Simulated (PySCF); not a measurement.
## Trend along the alkaline earths: MZn molecules

PBE0 with double-zeta basis sets in PySCF, for the lowest determinant that a PBE0 search found; no spin–orbit coupling. De refers to high-spin ground-configuration atoms. A positive dipole means M(−)Zn(+).

```json
{"M": "Be", "basis": "x2c-SVPall", "state (unpaired electrons)": "singlet (closed shell)", "Re (Å)": "2.878", "ωe (cm⁻¹)": "144", "De (eV)": "0.13", "μ (D)": "0.48"}
{"M": "Mg", "basis": "def2-SVP", "state (unpaired electrons)": "singlet (closed shell)", "Re (Å)": "3.315", "ωe (cm⁻¹)": "81.9", "De (eV)": "0.13", "μ (D)": "0.30"}
{"M": "Ca", "basis": "x2c-SVPall", "state (unpaired electrons)": "singlet (closed shell)", "Re (Å)": "3.718", "ωe (cm⁻¹)": "59.5", "De (eV)": "0.10", "μ (D)": "0.32"}
{"M": "Sr", "basis": "def2-SVP", "state (unpaired electrons)": "singlet (closed shell)", "Re (Å)": "3.838", "ωe (cm⁻¹)": "48.0", "De (eV)": "0.11", "μ (D)": "0.31"}
```

The shortest bond is that of BeZn (2.878 Å), the longest that of SrZn (3.838 Å).

The rows differ in basis set, which adds steps of its own.

Down a group the atoms grow and get heavier, so bonds lengthen and wavenumbers fall; this series shows no clear exception.

Closed-shell solutions of metal pairs were not tested for spin polarisation, which can lower them a little. Weak bonds: BeZn, CaZn, MgZn, SrZn. Basis-set superposition, not corrected here, can be much of De in a small basis, most of all at correlated wavefunction levels. Functionals without a dispersion term scatter widely for such bonds, and LDA overbinds them.
